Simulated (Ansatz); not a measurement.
`OB(O)CI` + `FC(F)(F)[TeH]` → `OB(O)[Te]C(F)(F)F` + `CI`  (ligand exchange at a B–C bond)

Gas-phase electronic energies from Ansatz, PBE0-D4/def2-TZVP geometries. CBS: MP2 limit from def2 TZ/QZ plus the TZ coupled-cluster correction, frozen cores. Functionals use def2-TZVPP. Elements past krypton have def2 core potentials. For I, Te outer-core shells are correlated without core-valence functions, which leaves a few kJ/mol of doubt a bond. One conformer a species, not always the lowest.

`OB(O)CI`:

```xyz
9

O     1.165    0.719    0.785
B     0.207    0.323   -0.103
O    -0.382    1.133   -1.029
C    -0.240   -1.181   -0.064
I    -1.889   -1.290    1.313
H     1.389    1.652    0.772
H    -0.126    2.057   -1.002
H     0.509   -1.859    0.336
H    -0.633   -1.553   -1.007
```

`FC(F)(F)[TeH]`:

Z-matrix (Å, degrees):
```
C
F 1 1.332
F 1 1.336 2 108.0
F 1 1.332 2 107.3 3 -116.1
Te 1 2.174 2 112.6 3 119.5
H 5 1.656 1 90.4 2 60.6
```

`OB(O)[Te]C(F)(F)F`:

Cartesian coordinates in Å:
```
O 1.254 -0.834 0.696
B 0.704 0.316 1.140
O 1.233 0.989 2.187
Te -1.093 1.271 0.312
C -1.193 -0.021 -1.430
F -2.403 0.043 -1.980
F -0.303 0.303 -2.370
F -0.962 -1.318 -1.123
H 0.770 -1.285 0.000
H 1.994 0.537 2.568
```

`CI`:

Cartesian coordinates in Å:
```
C 0.095 0.193 0.076
I -0.794 -1.608 -0.630
H 0.940 0.417 -0.568
H -0.657 0.974 0.023
H 0.415 0.025 1.099
```

(1) Is it downhill or uphill in electronic energy at CCSD(T)/CBS, and by how much? (Estimate.)

(2) What do these levels give: r2SCAN-D4, ωB97M-V, HF/def2-TZVPP, SCS-MP2/def2-TZVPP, CCSD/def2-TZVPP, MP2/def2-QZVPP? (Estimate.)

Largest T1 diagnostic among the species: 0.013.

Results:

(1) Ansatz gave: Downhill: ΔE = -12.2 kcal/mol.

(2) Ansatz gave: r2SCAN-D4 -12.6, ωB97M-V -11.9, HF/def2-TZVPP -10.3, SCS-MP2/def2-TZVPP -12.1, CCSD/def2-TZVPP -11.1, MP2/def2-QZVPP -13.4 kcal/mol.

In def2-TZVPP, CCSD(T) changes the Hartree–Fock value by −1.3 kcal/mol (the triples alone add −0.5 kcal/mol) and MP2 by −2.8 kcal/mol.
